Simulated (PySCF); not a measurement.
**`C(#CC#C)C(F)(F)F`, C$_{5}$HF$_{3}$**

Cartesian coordinates in Å; atom numbers follow the order of the lines, from 1:
```xyz
9

C     3.211   -0.215   -0.181
C     2.001   -0.132   -0.101
C     0.637   -0.040   -0.008
C    -0.571    0.040    0.078
C    -2.032    0.136    0.188
F    -2.382    0.871    1.242
F    -2.579   -1.069    0.330
F    -2.557    0.700   -0.898
H     4.282   -0.288   -0.252
```

Method used: PySCF 2.14.0, quadratic response CAM-B3LYP/def2-TZVPD first hyperpolarisability, Taylor convention, gas phase. Geometry: PBE0-D3(BJ)/def2-SVP.

Give the tensor of the second harmonic β(−2ω;ω,ω) at 1064 nm in the axes of these coordinates.

In au, Taylor convention; rows are the first index (the induced dipole):
|  | xx | yy | zz | xy | xz | yz |
| --- | --- | --- | --- | --- | --- | --- |
| x | -64.1 | -47.9 | -47.3 | -2.1 | -1.8 | +1.0 |
| y | -2.0 | +2.4 | +10.0 | -46.3 | +1.0 | +5.1 |
| z | -1.6 | +5.2 | +8.6 | +1.0 | -45.7 | +9.9 |

Norm of βᵢ = ⅓ Σⱼ (βᵢⱼⱼ + βⱼᵢⱼ + βⱼⱼᵢ): 158.0 au, hyper-Rayleigh value 60.0 au.
